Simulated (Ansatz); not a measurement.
Consider the ligand exchange at the Si–C bond: `C=C=C[SiH3]` + `N[SiH](O)Cl` → `N[SiH](Cl)O[SiH3]` + `C=C=C`.

Isolated molecules relaxed with PBE0-D4/def2-TZVP in Ansatz; ΔE leaves out vibrations. CBS: MP2 limit from def2 TZ/QZ plus the TZ coupled-cluster correction, frozen cores. This one scheme is used for every species. Functionals use def2-TZVPP. Each species was taken in one conformer, which may not be the lowest.

`C=C=C[SiH3]`:

Cartesian coordinates in Å:
```
C -1.036 -0.411 -1.892
C -0.440 0.227 -0.928
C 0.162 0.830 0.055
Si 0.772 -0.109 1.541
H -2.111 -0.551 -1.889
H -0.474 -0.815 -2.727
H 0.306 1.908 -0.003
H 0.117 0.397 2.777
H 2.240 0.075 1.700
H 0.465 -1.550 1.366
```

`N[SiH](O)Cl`:

Cartesian coordinates in Å:
```
N 0.202 -0.265 -1.160
Si -0.029 -0.218 0.524
O 0.380 1.239 1.134
Cl -2.023 -0.653 0.782
H -0.398 -0.821 -1.746
H 1.111 -0.120 -1.569
H 0.743 -1.171 1.343
H 0.014 2.009 0.693
```

`N[SiH](Cl)O[SiH3]`:

Z-matrix (Å, degrees):
```
Si
Cl 1 2.072
O 1 1.620 2 106.3
N 1 1.692 2 114.5 3 -119.7
H 1 1.474 2 105.7 3 120.2
Si 3 1.643 1 142.5 2 16.8
H 4 1.008 1 120.8 2 71.0
H 4 1.007 1 120.0 2 -76.1
H 6 1.482 3 107.3 1 169.2
H 6 1.485 3 110.5 1 49.6
H 6 1.484 3 110.1 1 -71.6
```

`C=C=C`:

```xyz
7

C    -0.695    0.810    0.741
C     0.000    0.000    0.000
C     0.695   -0.810   -0.741
H    -0.835    1.848    0.459
H    -1.155    0.471    1.664
H     1.763   -0.929   -0.593
H     0.227   -1.391   -1.529
```

| level | ΔE (kJ/mol) |
| --- | --- |
| PBE-D4 | -75.9 |
| PBE0 | -79.9 |
| LC-ωPBE | -84.7 |
| MP2/def2-QZVPP | -89.5 |

(1) What does CCSD(T)/CBS give? (Estimate.)

Largest T1 diagnostic among the species: 0.012.

Results:

(1) The calculation gave: -91.0 kJ/mol. The listed levels differ from it by 15.1, 11.1, 6.3, 1.5 kJ/mol.

Leaving LDA and LC-ωPBE aside and taking each functional with its dispersion term where it has one, the values, not all of them listed here, spread over 26.4 kJ/mol, from BHLYP-D4 to revPBE-D4. From PBE to PBE0 (25 % exact exchange), in def2-TZVPP and without D4, ΔE moves by −5.5 kJ/mol.
